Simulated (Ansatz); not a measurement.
`C=[N][SbH2]` + `BC` → `C[BH][SbH2]` + `C=N`  (formal exchange of groups at the Sb–N bond)

Calculated with Ansatz (gas phase, PBE0-D4/def2-TZVP geometries, no zero-point term in ΔE). CBS: MP2 limit from def2 TZ/QZ plus the TZ coupled-cluster correction, frozen cores. This one scheme is used for every species. Functionals use def2-TZVPP. HSE06 is defined as in plane-wave codes. Elements past krypton have def2 core potentials. For Sb outer-core shells are correlated without core-valence functions, which leaves a few kJ/mol of doubt a bond.

`C=[N][SbH2]`:

Cartesian coordinates in Å:
```
C -0.702 0.182 1.048
N -0.591 -0.759 0.222
Sb 0.213 -0.425 -1.645
H -1.174 -0.014 2.019
H -0.354 1.215 0.891
H 1.645 -1.280 -1.270
H 0.963 1.080 -1.264
```

`BC`:

Z-matrix (Å, degrees):
```
C
B 1 1.548
H 1 1.091 2 115.2
H 1 1.105 2 103.3 3 -114.8
H 1 1.091 2 115.2 3 130.4
H 2 1.199 1 120.9 3 -157.0
H 2 1.199 1 120.9 3 26.7
```

`C[BH][SbH2]`:

```xyz
9

C     0.385   -1.107    0.670
B     0.171    0.420    0.499
Sb    0.162    1.455   -1.473
H    -0.590   -1.499    1.002
H     1.076   -1.344    1.485
H     0.667   -1.662   -0.226
H     0.060    1.116    1.469
H    -1.225    2.387   -1.144
H    -0.706    0.233   -2.284
```

`C=N`:

Cartesian coordinates in Å:
```
C 0.330 0.048 -0.202
N -0.309 -0.219 0.851
H -0.127 0.308 -1.164
H 1.421 0.022 -0.177
H -1.316 -0.160 0.693
```

| level | ΔE (kJ/mol) | difference from CCSD(T)/CBS |
| --- | --- | --- |
| PBE-D4 | -36.0 | 0.4 |
| BLYP-D4 | -21.5 | 14.9 |
| r2SCANh-D4 | -36.3 | 0.1 |
| HSE06-D4 | -40.7 | -4.3 |
| BHLYP-D4 | -30.8 | 5.6 |
| ωB97X-V | -32.0 | 4.4 |
| B2PLYP | -28.4 | 8.0 |
| r2SCAN0 | -39.2 | -2.8 |
| HSE06 | -40.4 | -4.0 |
| HF/def2-SVP | -44.1 | -7.7 |
| CCSD(T)/def2-SVP | -46.4 | -10.0 |
| HF/def2-TZVPP | -29.7 | 6.7 |
| MP2/def2-TZVPP | -34.2 | 2.2 |
| CCSD(T)/def2-TZVPP | -36.6 | -0.2 |
| MP2/CBS(def2) | -34.0 | 2.4 |
| CCSD/CBS(def2) | -37.3 | -0.9 |
| CCSD(T)/CBS | -36.4 | 0 |

Largest T1 diagnostic among the species: 0.015.

Leaving LDA and LC-ωPBE aside and taking each functional with its dispersion term where it has one, the values spread over 19.2 kJ/mol, from HSE06-D4 to BLYP-D4. LDA lies −7.2 kJ/mol from PBE without D4. From r2SCAN to r2SCAN0 (25 % exact exchange), in def2-TZVPP and without D4, ΔE moves by −5.3 kJ/mol.
